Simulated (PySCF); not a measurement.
SMILES [Si](Cl)(Cl)(Cl)CC(F)(F)F (GFN2-xTB optimised geometry):

```
11

F      0.600    -0.322     2.355
C      0.955     0.210     1.177
F      2.297     0.151     1.130
F      0.642     1.513     1.239
C      0.327    -0.490     0.000
Si    -1.600    -0.490     0.000
Cl    -2.297     1.391     0.000
Cl    -2.107    -1.426    -1.714
Cl    -2.284    -1.521     1.580
H      0.707    -1.513     0.003
H      0.709    -0.001    -0.898
```

Level of theory: CAM-B3LYP/def2-TZVP (PySCF).

Question: What are the frontier orbital energies and the dipole moment?

Answer: HOMO-2 -11.29 eV, HOMO-1 -10.99 eV, HOMO -10.91 eV, LUMO 1.03 eV, LUMO+1 1.58 eV; dipole moment 1.78 D.

Meta-Löwdin charges at CAM-B3LYP/def2-TZVP: F1 -0.28, C2 0.80, F3 -0.28, F4 -0.28, C5 -0.50, Si6 1.00, Cl7 -0.25, Cl8 -0.27, Cl9 -0.25, H10 0.16, H11 0.16.
